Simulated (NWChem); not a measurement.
All runs are NWChem calculations. System: NS, charge 0, spin multiplicity 2, at a geometry optimised with UPBE0/def2-SVP. The structure started from a generated list of species. Its SCF solution wasn't tested for a lower state. Level: ROCCSD(T)/def2-TZVP, 6 core orbitals frozen.

The NWChem input:

```
start mol
memory heap 100 mb stack 700 mb global 1900 mb
geometry units angstroms nocenter noautoz
  N      0.000000     0.000000     1.044505
  S      0.000000     0.000000    -0.456971
  symmetry group C2v
end
basis spherical
  * library def2-tzvp
end
scf
  rohf
  nopen 1
  maxiter 100
  thresh 1e-7
  semidirect memsize 60000000 filesize 0
  # guess.movecs holds the orbitals of an unrestricted PBE0 run
  vectors input guess.movecs output mol.movecs
end
tce
  freeze core 6
  ccsd(t)
  2eorb
  2emet 13
  thresh 1e-6
  maxiter 100
  tilesize 24
end
task tce energy
```

NWChem printed:

```
             Northwest Computational Chemistry Package (NWChem) 7.3.0
             --------------------------------------------------------

                                NWChem Input Module
                                -------------------

 Scaling coordinates for geometry "geometry" by  1.889725989
 (inverse scale =  0.529177249)

 Turning off AUTOSYM since
 SYMMETRY directive was detected!

                             Geometry "geometry" -> ""
                             -------------------------

 Output coordinates in angstroms (scale by  1.889725989 to convert to a.u.)

  No.       Tag          Charge          X              Y              Z
 ---- ---------------- ---------- -------------- -------------- --------------
    1 N                    7.0000     0.00000000     0.00000000     1.04450500
    2 S                   16.0000     0.00000000     0.00000000    -0.45697100

 Effective nuclear repulsion energy (a.u.)      39.4730597678

            Nuclear Dipole moment (a.u.)
            ----------------------------
        X                 Y               Z
 ---------------- ---------------- ----------------
     0.0000000000     0.0000000000    -0.0000018897

      Symmetry information
      --------------------

 Group name             C2v
 Group number             16
 Group order               4
 No. of unique centers     2

      Symmetry unique atoms

     1    2


 Summary of "ao basis" -> "" (spherical)
 ------------------------------------------------------------------------------
       Tag                 Description            Shells   Functions and Types
 ---------------- ------------------------------  ------  ---------------------
 *                         def2-tzvp                  on all atoms

 Summary of "ao basis" -> "ao basis" (spherical)
 ------------------------------------------------------------------------------
       Tag                 Description            Shells   Functions and Types
 ---------------- ------------------------------  ------  ---------------------
 N                         def2-tzvp                11       31   5s3p2d1f
 S                         def2-tzvp                13       37   5s5p2d1f

                                 NWChem SCF Module
                                 -----------------

  ao basis        = "ao basis"
  functions       =    68
  atoms           =     2
  closed shells   =    11
  open shells     =     1
  charge          =   0.00
  wavefunction    = ROHF
  use symmetry    = T
  symmetry adapt  = T

 Summary of "ao basis" -> "ao basis" (spherical)
 ------------------------------------------------------------------------------
       Tag                 Description            Shells   Functions and Types
 ---------------- ------------------------------  ------  ---------------------
 N                         def2-tzvp                11       31   5s3p2d1f
 S                         def2-tzvp                13       37   5s5p2d1f

      Symmetry analysis of basis
      --------------------------

        a1         30
        a2          6
        b1         16
        b2         16

 Forming initial guess at       0.0s

      Symmetry analysis of molecular orbitals - initial
      -------------------------------------------------

  Numbering of irreducible representations:

     1 a1          2 a2          3 b1          4 b2

  Orbital symmetries:

     1 a1          2 a1          3 a1          4 b2          5 a1
     6 b1          7 a1          8 a1          9 b1         10 b2
    11 a1         12 b1         13 b2         14 a1         15 a1
    16 b2         17 b1         18 a2         19 a1         20 a1
    21 a1         22 b1

 Starting SCF solution at       0.0s

 ----------------------------------------------
         Quadratically convergent ROHF

 Convergence threshold     :          1.000E-07
 Maximum no. of iterations :          100
 Final Fock-matrix accuracy:          1.000E-09
 ----------------------------------------------

              iter       energy          gnorm     gmax       time
             ----- ------------------- --------- --------- --------
                 1     -451.9015578203  1.03D+00  4.87D-01      0.4
                 2     -451.9259067080  4.13D-01  1.95D-01      0.4
                 3     -451.9313216198  1.20D-01  6.32D-02      0.4
                 4     -451.9336923484  1.15D-02  4.86D-03      0.5
                 5     -451.9338447302  1.34D-03  5.64D-04      0.6
                 6     -451.9338465479  1.59D-05  6.55D-06      0.7
                 7     -451.9338465482  5.12D-09  1.91D-09      0.8

       Final ROHF results
       ------------------

         Total SCF energy =   -451.933846548188
      One-electron energy =   -701.562881997856
      Two-electron energy =    210.155975681836
 Nuclear repulsion energy =     39.473059767833

        Time for solution =      0.8s

       Symmetry analysis of molecular orbitals - final
       -----------------------------------------------

  Numbering of irreducible representations:

     1 a1          2 a2          3 b1          4 b2

  Orbital symmetries:

     1 a1          2 a1          3 a1          4 a1          5 b2
     6 b1          7 a1          8 a1          9 a1         10 b1
    11 b2         12 b1         13 b2         14 a1         15 a1
    16 b2         17 b1         18 a1         19 a2         20 a1
    21 a1         22 b1

             Final eigenvalues
             -----------------

              1
    1  -92.0260
    2  -15.6664
    3   -9.0291
    4   -6.7096
    5   -6.7091
    6   -6.7076
    7   -1.2287
    8   -0.7941
    9   -0.5527
   10   -0.5096
   11   -0.4943
   12   -0.1499
   13    0.0210
   14    0.1795
   15    0.3594
   16    0.3850
   17    0.3911
   18    0.4438
   19    0.4975
   20    0.4976
   21    0.5206
   22    0.5318

                       ROHF Final Molecular Orbital Analysis
                       -------------------------------------

 Vector   10  Occ=2.000000D+00  E=-5.095864D-01  Symmetry=b1
              MO Center=  2.5D-16, -8.2D-16, -8.3D-03, r^2= 1.5D+00
   Bfn.  Coefficient  Atom+Function         Bfn.  Coefficient  Atom+Function
  ----- ------------  ---------------      ----- ------------  ---------------
    46      0.454328  2 S  px                49      0.266380  2 S  px
     6      0.212368  1 N  px                43      0.206535  2 S  px
     9      0.203317  1 N  px                37     -0.163185  2 S  px

 Vector   11  Occ=2.000000D+00  E=-4.942612D-01  Symmetry=b2
              MO Center= -3.8D-16, -5.5D-13,  2.4D-01, r^2= 1.5D+00
   Bfn.  Coefficient  Atom+Function         Bfn.  Coefficient  Atom+Function
  ----- ------------  ---------------      ----- ------------  ---------------
    47      0.396435  2 S  py                 7      0.251629  1 N  py
    10      0.246212  1 N  py                50      0.209883  2 S  py
    44      0.173682  2 S  py

 Vector   12  Occ=1.000000D+00  E=-1.499150D-01  Symmetry=b1
              MO Center=  6.4D-15, -2.6D-16,  4.5D-01, r^2= 1.7D+00
   Bfn.  Coefficient  Atom+Function         Bfn.  Coefficient  Atom+Function
  ----- ------------  ---------------      ----- ------------  ---------------
     6      0.414092  1 N  px                 9      0.388942  1 N  px
    46     -0.333496  2 S  px                49     -0.326507  2 S  px
    12      0.291192  1 N  px

 Vector   13  Occ=0.000000D+00  E= 2.098291D-02  Symmetry=b2
              MO Center= -2.3D-16,  1.7D-14,  1.1D-01, r^2= 2.3D+00
   Bfn.  Coefficient  Atom+Function         Bfn.  Coefficient  Atom+Function
  ----- ------------  ---------------      ----- ------------  ---------------
    50      0.555413  2 S  py                13     -0.474612  1 N  py
    47      0.307011  2 S  py                 7     -0.303380  1 N  py
    10     -0.266231  1 N  py                44      0.155941  2 S  py

 Vector   14  Occ=0.000000D+00  E= 1.794540D-01  Symmetry=a1
              MO Center=  2.0D-15, -2.0D-14, -9.9D-01, r^2= 3.5D+00
   Bfn.  Coefficient  Atom+Function         Bfn.  Coefficient  Atom+Function
  ----- ------------  ---------------      ----- ------------  ---------------
    36      2.301570  2 S  s                  5     -2.076984  1 N  s
    51      1.994849  2 S  pz                14      1.094029  1 N  pz
     4     -0.427358  1 N  s                 11      0.329219  1 N  pz
    48      0.312613  2 S  pz

 Vector   15  Occ=0.000000D+00  E= 3.593574D-01  Symmetry=a1
              MO Center=  1.9D-13,  3.6D-14, -6.8D-01, r^2= 3.6D+00
   Bfn.  Coefficient  Atom+Function         Bfn.  Coefficient  Atom+Function
  ----- ------------  ---------------      ----- ------------  ---------------
     5      3.995523  1 N  s                 36     -2.225723  2 S  s
    51     -1.930699  2 S  pz                14     -1.497779  1 N  pz
     4     -1.225632  1 N  s                 59     -0.594826  2 S  d  0
    35     -0.428963  2 S  s                 34      0.211188  2 S  s

 center of mass
 --------------
 x =   0.00000000 y =   0.00000000 z =   0.00065633

 moments of inertia (a.u.)
 ------------------
          78.398077971838           0.000000000000           0.000000000000
           0.000000000000          78.398077971838           0.000000000000
           0.000000000000           0.000000000000           0.000000000000

  Mulliken analysis of the total density
  --------------------------------------

    Atom       Charge   Shell Charges
 -----------   ------   -------------------------------------------------------
    1 N    7     7.19   0.82  1.15  0.62  0.95  0.32  1.27  1.46  0.54  0.01  0.05  0.00
    2 S   16    15.81   2.01  0.49  1.48  1.08  0.81  4.18  1.69  0.87  2.12  0.91  0.07  0.10  0.02

 Mulliken analysis of the open-shell density
 -------------------------------------------

    Atom       Charge   Shell Charges
 -----------   ------   -------------------------------------------------------
    1 N    7     0.67   0.00 -0.00  0.00 -0.00  0.00  0.29  0.28  0.11 -0.00 -0.00 -0.00
    2 S   16     0.33  -0.00  0.00 -0.00  0.00 -0.00  0.01 -0.01  0.05  0.14  0.09  0.01  0.03  0.00

       Multipole analysis of the density wrt the origin
       ------------------------------------------------

     L   x y z        total         open         nuclear
     -   - - -        -----         ----         -------
     0   0 0 0     -0.000000     -1.000000     23.000000

     1   1 0 0      0.000000     -0.000000      0.000000
     1   0 1 0     -0.000000      0.000000      0.000000
     1   0 0 1     -0.631764     -0.851484     -0.000002

     2   2 0 0    -14.261111     -2.010412      0.000000
     2   1 1 0      0.000000      0.000000      0.000000
     2   1 0 1      0.000000     -0.000000      0.000000
     2   0 2 0    -12.763002     -0.670523      0.000000
     2   0 1 1     -0.000000      0.000000      0.000000
     2   0 0 2    -14.148116     -4.145109     39.203482

                   NWChem Extensible Many-Electron Theory Module
                   ---------------------------------------------


            General Information
            -------------------
      Number of processors :     1
         Wavefunction type : Restricted open-shell Hartree-Fock
          No. of electrons :    23
           Alpha electrons :    12
            Beta electrons :    11
           No. of orbitals :   136
            Alpha orbitals :    68
             Beta orbitals :    68
        Alpha frozen cores :     6
         Beta frozen cores :     6
     Alpha frozen virtuals :     0
      Beta frozen virtuals :     0
         Spin multiplicity : doublet
    Number of AO functions :    68
       Number of AO shells :    24
        Use of symmetry is : on
      Symmetry adaption is : on
         Schwarz screening : 0.10D-09

          Correlation Information
          -----------------------
          Calculation type : Coupled-cluster singles & doubles w/ perturbation
   Perturbative correction : (T)
            Max iterations :      100
        Residual threshold : 0.10D-05
     T(0) DIIS level shift : 0.00D+00
     L(0) DIIS level shift : 0.00D+00
     T(1) DIIS level shift : 0.00D+00
     L(1) DIIS level shift : 0.00D+00
     T(R) DIIS level shift : 0.00D+00
     T(I) DIIS level shift : 0.00D+00
   CC-T/L Amplitude update :  5-th order DIIS
                I/O scheme : Global Array Library
        L-threshold :  0.10D-05
        EOM-threshold :  0.10D-05
 no EOMCCSD initial starts read in
 TCE RESTART OPTIONS
 SLICE:      F
 D4D5:       F
 quantumc:   F
 qrotation:  F
 pwtce:      F
 qducc:      F
 nacto:                         0
 nrotv:                         0
 nrot:                          0

            Memory Information
            ------------------
          Available GA space size is     249027552 doubles
          Available MA space size is     104850596 doubles

 Maximum block size supplied by input
 Maximum block size        24 doubles

 tile_dim =     23

 -------------------------------------------------

 Global array virtual files algorithm will be used

 Parallel file system coherency ......... OK

 4-electron integrals stored in orbital form

 v2    file size   =          1165223
 4-index algorithm nr.  13 is used
 imaxsize =       30
 imaxsize ichop =        0


CCSD iterations
 ---------------------------------------------------------
 Iter          Residuum       Correlation     Cpu    Wall
 ---------------------------------------------------------
    1   0.2084994741586  -0.3687580752635     0.2     0.2
    2   0.0610821256313  -0.3514544111916     0.2     0.2
    3   0.0311332595153  -0.3714005455391     0.2     0.2
    4   0.0168511940772  -0.3661035606696     0.2     0.2
    5   0.0104801840279  -0.3704247118373     0.2     0.2
    6   0.0027253438286  -0.3696909542875     0.2     0.2
    7   0.0015888940264  -0.3695508534876     0.2     0.2
    8   0.0009735260112  -0.3696311444100     0.2     0.2
    9   0.0007417669368  -0.3696013045374     0.2     0.2
   10   0.0005137513662  -0.3696589035573     0.2     0.2
   11   0.0002254283142  -0.3696963253361     0.2     0.2
   12   0.0001341465727  -0.3696668344161     0.2     0.2
   13   0.0000973506286  -0.3696705886263     0.2     0.2
   14   0.0000691776675  -0.3696649222527     0.2     0.2
   15   0.0000532182437  -0.3696659129298     0.2     0.2
   16   0.0000142936233  -0.3696641094072     0.2     0.2
   17   0.0000100058328  -0.3696634995623     0.2     0.2
   18   0.0000056912733  -0.3696643804253     0.2     0.2
   19   0.0000047150562  -0.3696639366999     0.2     0.2
   20   0.0000030365843  -0.3696644762677     0.2     0.2
   21   0.0000009887513  -0.3696645250461     0.2     0.2
 -----------------------------------------------------------------
 Iterations converged
 CCSD correlation energy / hartree =        -0.369664525046149
 CCSD total energy / hartree       =      -452.303511073233722

 Singles contributions
    12b1  (beta ) ---    10b1  (beta )        0.1137209572

 Doubles contributions
    13b2  (alpha)    13b2  (beta ) ---    11b2  (alpha)    11b2  (beta )       -0.1282012280
 CCSD(T)
 Using plain CCSD(T) code
             total no. of tasks          927
 total no. of tasks / no. procs          927
                         wl_min            1           1.0
                         wl_max       328509           8.3
        thresh for no. of tasks          927

 CCSD[T]  correction energy / hartree =        -0.024317679946613
 CCSD[T] correlation energy / hartree =        -0.393982204992762
 CCSD[T] total energy / hartree       =      -452.327828753180313
 CCSD(T)  correction energy / hartree =        -0.022743194822217
 CCSD(T) correlation energy / hartree =        -0.392407719868366
 CCSD(T) total energy / hartree       =      -452.326254268055948

 Task  times  cpu:        9.1s     wall:        9.1s

 Total times  cpu:        9.2s     wall:        9.2s
```
